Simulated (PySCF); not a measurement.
## How methods differ on the ionisation energy of Bi²⁺

Bi²⁺ [Xe] 4f14 5d10 6s2 6p1 (2P) → Bi³⁺ [Xe] 4f14 5d10 6s2 (1S), as a difference of total energies. All numbers are calculated (PySCF 2.14, a scalar-relativistic core potential, in aug-cc-pwCVDZ-PP with ECP60MDF (6s5p4d1f, 48 functions)). Correlated levels: valence: 5s2 5p6 5d10 frozen; valence and next inner shell: nothing frozen outside the core potential. The calculations carry no spin-orbit coupling.

```
                                method  ionisation energy (eV)  difference from reference (eV)
                                   UHF                  23.017                          -2.554
                                   LDA                  23.859                          -1.712
                                   PBE                  23.620                          -1.951
                                  PBE0                  23.644                          -1.927
                                r2SCAN                  23.707                          -1.864
                               wB97X-V                  23.526                          -2.045
                                 wB97X                  23.460                          -2.111
                                 HSE06                  23.651                          -1.920
                                  MN15                  23.726                          -1.845
                         MP2 (valence)                  23.168                          -2.403
                     SCS-MP2 (valence)                  23.153                          -2.418
    MP2 (valence and next inner shell)                  23.343                          -2.228
SCS-MP2 (valence and next inner shell)                  23.253                          -2.318
```

Reference: 25.571 eV (measured; NIST Atomic Spectra Database, ionization energies).

The reference lies between the lowest fine-structure levels, while these numbers refer to the centres of the terms.

Errors of the correlated levels include the incompleteness of this basis and the frozen core.
